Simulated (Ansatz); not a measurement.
```yaml
crystal:
  periodic: [false, false, false]
  atoms:
    - {symbol: Hg, position_ang: [-0.000010, -0.000006, -0.000002]}
    - {symbol: Br, position_ang: [-0.017933, -0.022452, 2.536590]}
    - {symbol: Br, position_ang: [0.017943, 0.022458, -2.536598]}
basis:
  gaussian: {orbitals: def2-SVP}
magnetization: {spin_polarized: true, initial_magnetization: 0}
hamiltonian: {xc: {name: SVWN5}}
scf: {omitted_lower_state_checks: [starts]}
```

```sh
$ ansatz run in.yaml --threads 2 --pin off --events-out ev --progress --plain --max-ram 4352MiB
```

Output, abridged:

```
Functional definition: SVWN5
1003 factors; their error is unknown
mean field evaluation 1: about -144052.6803 eV, gradient 2.3e1 eV
mean field evaluation 2: about -144044.8782 eV, gradient 4.3e1 eV
mean field evaluation 4: about -144055.4243 eV, gradient 1.3e0 eV
mean field evaluation 8: about -144055.3144 eV, gradient 1.7e-2 eV
mean field -144055.31436579 eV, -5293.9351587435 hartree, gradient 2.4e-5 eV, S^2 0.000000; 0 other end points of the search recorded, 0 dependent functions left out
reference -144055.31439537 eV, -5293.9351598308 hartree; 45, 45 occupied and 51, 51 virtual orbitals, 1003 factors
Total energy: -144055.31439537 eV, -5293.9351598308 hartree
Checks for a lower state left out: starts
```

Hardware: 2 threads of Arm Neoverse V2 on a shared host. Wall time 1.2 s.

In the def2 sets Hg takes a core potential; there is no spin–orbit coupling.
